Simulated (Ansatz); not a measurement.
One change: `BC[CH2][ZnH]` becomes `BCC[SiH3]`.

Ansatz, PBE0-D4/def2-TZVP geometries, multiplicity 1. Each molecule was computed in one conformer, which needn't be the lowest.

Scalar relativity is left out up to krypton.

| property | `BC[CH2][ZnH]` |
| --- | --- |
| size of the dipole moment (PBE/def2-TZVPP) / D | 1.18 |
| HOMO–LUMO gap (PBE0/def2-TZVPP) / eV | 5.77 |
| HOMO–LUMO gap (B3LYP/def2-TZVPP) / eV | 5.33 |
| HOMO energy (PBE0/def2-TZVPP) / eV | -7.10 |
| LUMO energy (ωB97M-V/def2-TZVPP) / eV | 0.47 |
| HOMO energy (B3LYP/def2-TZVPP) / eV | -6.92 |

(1) Give the same properties after the change, and the shifts. (Best estimate.)

## Answers

(1) Computed: 
| property | `BCC[SiH3]` | shift |
| --- | --- | --- |
| size of the dipole moment (PBE/def2-TZVPP) / D | 0.48 | -0.70 |
| HOMO–LUMO gap (PBE0/def2-TZVPP) / eV | 7.12 | 1.35 |
| HOMO–LUMO gap (B3LYP/def2-TZVPP) / eV | 6.71 | 1.38 |
| HOMO energy (PBE0/def2-TZVPP) / eV | -8.21 | -1.11 |
| LUMO energy (ωB97M-V/def2-TZVPP) / eV | 0.75 | 0.28 |
| HOMO energy (B3LYP/def2-TZVPP) / eV | -8.02 | -1.10 |

With PBE0 the HOMO falls by 1.11 eV and the LUMO rises by 0.24 eV, so the gap widens by about 1.35 eV. PBE moves the HOMO by -0.99 eV and ωB97M-V by -1.15 eV. Dipoles are sizes alone; their direction can turn.

B3LYP here is the variant with VWN-RPA as its local correlation; programs differ in this.
